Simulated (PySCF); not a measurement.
# Working out the ionisation energy of Ni⁺

Ni⁺ [Ar] 3d9 (2D) → Ni²⁺ [Ar] 3d8 (3F). All numbers are calculated (PySCF 2.14, no relativity, point nucleus, in cc-pVDZ). Frozen: [Ar]. Energies in hartree (1 hartree = 27.21139 eV):

```tsv
part	Ni⁺ (lower)	Ni²⁺ (upper)
UHF	-1506.594329	-1506.033439
MP2 opposite-spin	-0.196515	-0.125453
MP2 same-spin	-0.119771	-0.081160
```

Task: What does Hartree-Fock give?

Result: (-1506.033439) − (-1506.594329) = 0.560890 hartree = 15.263 eV.

Task: What do MP2 and SCS-MP2 (6/5 opposite-spin, 1/3 same-spin) give?

Result: The opposite-spin parts differ by 1.934 eV and the same-spin parts by 1.051 eV. MP2: 15.263 + (1.934) + (1.051) = 18.248 eV. SCS-MP2: 15.263 + 1.2 × (1.934) + (1.051)/3 = 17.934 eV.

Reference: 18.169 eV (measured; NIST Atomic Spectra Database, ionization energies), between the lowest levels; spin-orbit coupling is absent from the calculation.

The calculation is non-relativistic.

A double-zeta basis recovers only part of the correlation energy.

What remains against the reference includes basis incompleteness, the frozen core and correlation beyond second order.
